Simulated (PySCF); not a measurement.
A GIAO shielding run with PySCF 2.14 (density fitting, non-relativistic, gas phase) on `C#C[Si@@H](CC)O[SiH2][SiH2]C`, C$_{5}$H$_{14}$OSi$_{3}$:

```
$ OMP_NUM_THREADS=1 python probes_run.py task.json out

{"job": {"kind": "nmr", "xc": "PBE0", "basis": "pcSseg-1"}, "charge": 0, "multiplicity": 1}
C      1.134821    -0.941993     3.315423
C      1.383919    -0.307819     2.325330
Si     1.763739     0.671288     0.794995
C      2.571959    -0.493459    -0.474899
C      2.804530     0.170641    -1.828670
O      0.378526     1.268191     0.200307
Si    -1.132681     1.220937    -0.405395
Si    -2.267844    -0.512302     0.601735
C     -4.119098    -0.389932     0.181711
H      0.918639    -1.498264     4.182592
H      2.563937     1.857162     1.103083
H      1.943031    -1.375631    -0.616668
H      3.524874    -0.855171    -0.085569
H      1.866300     0.542553    -2.234763
H      3.231455    -0.534539    -2.541026
H      3.487896     1.011799    -1.732607
H     -0.958750     1.093596    -1.862386
H     -1.614267     2.583677    -0.146857
H     -2.152633    -0.542259     2.070988
H     -1.817814    -1.847937     0.161095
H     -4.544490     0.548501     0.526399
H     -4.683391    -1.192564     0.645692
H     -4.287410    -0.449488    -0.889857
```

Hardware: 1 thread of an Arm Neoverse N1, shared host. The job also computes population analyses, field gradients.

(1) How large is the calculation?

(2) How long does it take, and how much memory does it need?

## Answers

(1) 94 electrons, 244 basis functions and 1335 auxiliary functions.

(2) 110 s of wall time, with 14 SCF cycles and 5 response iterations; peak memory 1.1 GiB. Times on a shared host scatter by some tens of per cent.
